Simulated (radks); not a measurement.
The tellurium anion Te2-, [Xe], held by a Watson sphere: a shell of charge +2 at radius R that stands for the Madelung well of a crystal (potential energy -2/R inside, -2/r outside, in hartree with lengths in bohr). All-electron calculation, scalar-relativistic Kohn-Sham, LDA (Slater exchange, Perdew-Wang correlation), spin-polarised, spherical densities, point nucleus. Program: a radial shooting solver on a logarithmic mesh with Libxc functionals. Response by self-consistent Sternheimer equations with the Hartree and adiabatic LDA kernel, the relativistic mass of each level held fixed and spin-orbit coupling left out. The sphere does not respond.

R (bohr)	e(4d) (eV)	e(5s) (eV)	e(5p) (eV)	<r> 5p (bohr)	sum of <r^2> (bohr^2)	X-ray form factor at sin(theta)/lambda = 0.2 1/angstrom	alpha (bohr^3)
2.57	-40.810	-16.228	-7.314	2.644	77.63	41.665	44.31
3.19	-39.871	-14.912	-6.423	2.801	84.31	41.546	59.02
4.05	-38.971	-13.508	-5.201	2.988	92.98	41.514	88.14
4.83	-38.273	-12.552	-4.247	3.125	100.1	41.531	124.5
5.14	-38.020	-12.234	-3.915	3.172	102.8	41.540	142.2
5.84	-37.504	-11.617	-3.257	3.268	108.7	41.556	190.4
